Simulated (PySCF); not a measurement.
`F[Si@@](Cl)(O[SiH3])[SiH3]`. The calculation used PySCF, PBE0-D3(BJ)/def2-SVP geometry optimisation, gas phase.

```
atom  x, y, z in Å
F1    -0.4191    0.5975    2.1697
Si2   -0.3765    0.5776    0.5518
Si3   -2.4631    0.0748   -0.3394
Cl4    0.2118    2.4666   -0.0308
O5     0.7528   -0.5043    0.0812
Si6    2.3949   -0.7282   -0.1546
H7    -2.8968   -1.2861    0.0928
H8    -3.4526    1.0942    0.1168
H9    -2.3453    0.1214   -1.8270
H10    2.8972    0.2696   -1.1413
H11    3.1166   -0.5667    1.1397
H12    2.5814   -2.1077   -0.6789
```

(1) Give the dihedral angles Cl4–Si2–Si3–H8, Si2–O5–Si6–H10, F1–Si2–Si3–H9, Si2–O5–Si6–H11.

(2) Which two atoms are farthest apart?

(3) Work out the bond lengths Si3–H7, Si3–H8, Si6–H10, Si6–H11 in Å.

(4) Where is the centre of mass (commonest isotopes), and what is the radius of gyration?

(5) How far apart are these pairs, which share no bond: Si2···Si6, Si2···H7, Cl4···H10, H9···H10?

(6) What is the repulsion energy of the bare nuclei, Σ ZA·ZB/RAB?

(7) What are the angles F1–Si2–O5, F1–Si2–Si3, Si2–Si3–H7, H7–Si3–H9, H10–Si6–H11, H11–Si6–H12, O5–Si6–H12, O5–Si6–H11?

(8) Write the matrix of distances between heavy atoms (Å, lower triangle).

Results:

(1) Cl4–Si2–Si3–H8 -58° (synclinal); Si2–O5–Si6–H10 -59° (synclinal); F1–Si2–Si3–H9 178° (antiperiplanar); Si2–O5–Si6–H11 62° (synclinal). Dihedral signs follow IUPAC: positive where, seen along the central bond, the front bond turns clockwise onto the rear one.

(2) H8···H12, 6.88 Å; the next longest distance is 6.85 Å.

(3) For Si3–H7 the difference vector is (-0.4337, -1.3609, 0.4322) Å, of length 1.4923 Å. Si3–H7 1.492; Si3–H8 1.492; Si6–H10 1.490; Si6–H11 1.491 Å.

(4) Mass 159.940 u; centre at (-0.007, 0.531, 0.255) Å; Rg = √(Σ m r²/M) = 2.104 Å. As Ia + Ib + Ic = 2 Σ m r², the three principal moments sum to 1415.6 u·Å².

(5) Si2···Si6 3.144 Å (2 bonds apart); Si2···H7 3.168 Å (2 bonds apart); Cl4···H10 3.643 Å (4 bonds apart); H9···H10 5.289 Å (5 bonds apart).

(6) 541.76 Eh over 66 pairs, with full nuclear charges and distances in bohr; the largest single term is 61.06 Eh (Si2 with Cl4).

(7) From the scalar product of the two bond vectors; for F1–Si2–O5 it is -0.8310 Å² over 1.6186 × 1.6332 Å², cos θ = -0.3144. F1–Si2–O5 108.3°; F1–Si2–Si3 111.2°; Si2–Si3–H7 110.3°; H7–Si3–H9 109.9°; H10–Si6–H11 109.8°; H11–Si6–H12 110.2°; O5–Si6–H12 107.3°; O5–Si6–H11 109.8°.

(8) 
```
F1    0.000
Si2   1.619  0.000
Si3   3.278  2.324  0.000
Cl4   2.955  2.062  3.602  0.000
O5    2.636  1.633  3.295  3.022  0.000
Si6   3.883  3.144  4.927  3.871  1.674  0.000
```

Not checked by PBE0-D3(BJ)/def2-SVP frequencies. The numbers are those of one conformer.
